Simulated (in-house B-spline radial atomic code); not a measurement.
A fraction x of an electron is removed from 3s in neutral magnesium, starting from [Ne] 3s2 and keeping the highest spin. Computed with a B-spline radial code for spherical atoms: non-relativistic LDA exchange-only, spin-polarised, spherical fractional occupations, point nucleus.

```tsv
x	E(x) - E(0) (eV)	3s down level (eV)
0	0.0000	-3.868
0.01	0.0389	-3.921
0.17	0.7352	-4.784
0.34	1.6272	-5.711
0.48	2.4799	-6.468
0.5	2.6103	-6.575
0.56	3.0144	-6.893
0.67	3.8038	-7.455
0.79	4.7329	-8.016
0.92	5.8073	-8.467
1	6.4855	-
```

The exact functional would give a straight line between the two integer points. Deviations E(x) - E(0) - x[E(1) - E(0)], in eV: -0.026 at x = 0.01, -0.367 at x = 0.17, -0.578 at x = 0.34, -0.633 at x = 0.48, -0.632 at x = 0.5, -0.617 at x = 0.56, -0.541 at x = 0.67, -0.391 at x = 0.79, -0.159 at x = 0.92.

The curve lies below the straight line by up to 0.633 eV (at x = 0.48): convex, the delocalisation error that favours fractional charges.

Task: How well does Slater's transition state (minus the level at half occupation) give the ionisation energy?

Result: It gives 6.575 eV against 6.486 eV from the two total energies; NIST lists 7.65 eV, ground level to ground level.
